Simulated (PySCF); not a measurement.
C6H12OSi.
Geometry (PBE0-D3(BJ)/def2-SVP, Å), atoms numbered from 1 in this order:
```xyz
20
C6H12OSi angstrom
C      3.175   -0.096   -0.977
C      2.157   -0.221    0.132
O      0.888   -0.468   -0.419
Si    -0.495   -0.724    0.480
C     -1.953   -0.885   -0.703
C     -2.703    0.399   -0.460
C     -2.299    1.221    0.522
C     -1.108    0.837    1.362
H      4.179    0.096   -0.568
H      2.907    0.731   -1.651
H      3.210   -1.022   -1.571
H      2.446   -1.041    0.820
H      2.144    0.708    0.736
H     -0.263   -1.884    1.399
H     -2.580   -1.769   -0.496
H     -1.617   -0.980   -1.749
H     -3.568    0.653   -1.083
H     -2.827    2.161    0.717
H     -0.350    1.640    1.390
H     -1.395    0.652    2.412
```

The calculation used PySCF, TDDFT B3LYP/def2-SVPD, vertical, gas phase, core orbitals frozen in the response.

Ground-to-excited transition dipoles (e·a0, same axes as the geometry; the sign carries no meaning), for the states with f of 0.002 or more among the lowest 7:

| state | E (eV) | μx | μy | μz |
| --- | --- | --- | --- | --- |
| S1 | 6.404 | 0.083 | 0.012 | -0.080 |
| S2 | 6.684 | 0.105 | 0.022 | 0.093 |
| S3 | 6.705 | -0.098 | -0.097 | 0.005 |
| S4 | 6.930 | 0.049 | 0.209 | 0.164 |
| S5 | 6.982 | -0.379 | -0.577 | -0.698 |
| S6 | 7.028 | -0.004 | -0.038 | 0.165 |
| S7 | 7.140 | 0.025 | 0.054 | 0.248 |

(1) What oscillator strength does each state have?

(2) Which bond between heavy atoms lies closest to the direction of the S5 transition dipole?

(3) What angle do the transition dipoles of S5 and S7 make?

(4) What peak molar absorption coefficient would the strongest computed level give as a lone Gaussian band 0.3 eV wide at half height?

Answers

(1) f = (2/3) ΔE |μ|² with ΔE in hartree (27.2114 eV).

```json
{"state": "S1", "|μ|² (au)": "0.013", "|μ| (D)": "0.30", "f": "0.002"}
{"state": "S2", "|μ|² (au)": "0.020", "|μ| (D)": "0.36", "f": "0.003"}
{"state": "S3", "|μ|² (au)": "0.019", "|μ| (D)": "0.35", "f": "0.003"}
{"state": "S4", "|μ|² (au)": "0.073", "|μ| (D)": "0.69", "f": "0.012"}
{"state": "S5", "|μ|² (au)": "0.963", "|μ| (D)": "2.49", "f": "0.165"}
{"state": "S6", "|μ|² (au)": "0.029", "|μ| (D)": "0.43", "f": "0.005"}
{"state": "S7", "|μ|² (au)": "0.065", "|μ| (D)": "0.65", "f": "0.011"}
```

(2) C6–C7, at 5° from it; next Si4–C5 at 37°.

(3) |cos θ| = |μa·μb| / (|μa| |μb|) = 0.85, so θ ≈ 31° (taken between 0 and 90°, since the signs are arbitrary).

(4) ε(max) = 2.175×10⁸ f / FWHM, with the width in cm⁻¹. S5: 2.175×10⁸ × 0.1648 / 2420 ≈ 15000 L mol⁻¹ cm⁻¹.

All these states lie below the vertical ionisation energy of 9.00 eV (ΔSCF).

One conformer stands for the species.
